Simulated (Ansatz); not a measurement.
# Abstraction of F: C4H9F + SiH(SiH3)2 → C4H9 + SiH(SiH3)2F

Gas-phase species: C4H9F (2-fluorobutane) `CCC(C)F`, singlet; SiH(SiH3)2, doublet; C4H9 (2-butyl radical) `C[CH]CC`, doublet; SiH(SiH3)2F, singlet. A radical takes F: the energy is the difference in strength between the C–F bond broken and the Si–F bond made.

Shapes, held fixed at every level: PBE0-D4/def2-TZVP. Flexible molecules stand in one conformer, not always the lowest. Programs: Ansatz 0.2.0. The zero-point and thermal change to 298 K, harmonic and unscaled (PBE0-D4/def2-TZVP), is -7.9 kJ/mol.

| level | kind | ΔH(298 K) (kJ/mol) | less CCSD(T)/CBS estimate |
| --- | --- | --- | --- |
| HF/def2-TZVPP | Hartree–Fock | -136.2 | -25.0 |
| PBE0-D4/def2-TZVPP | global hybrid | -102.3 | +8.9 |
| r2SCAN0-D4/def2-TZVPP | global hybrid | -113.8 | -2.6 |
| wB97M-V/def2-TZVPP | range-separated hybrid | -109.3 | +1.9 |
| wB97X-V/def2-TZVPP | range-separated hybrid | -109.5 | +1.7 |
| B2PLYP/def2-TZVPP | double hybrid | -115.0 | -3.8 |
| CCSD(T)/def2-SVP | coupled cluster or CI | -77.5 | +33.7 |
| CCSD(T)/CBS estimate | coupled cluster or CI | -111.2 | 0.0 |

The highest level, CCSD(T)/CBS estimate, gives ΔH(298 K) = -111.2 kJ/mol; the levels span -136.2 to -77.5. The column of differences is taken from that level and isn't an error. No measured value is set beside it here. Open shells run unrestricted. The CBS estimate extrapolates MP2 from def2-TZVPP and def2-QZVPP and adds CCSD(T) − MP2 in the triple-zeta set, cores frozen.
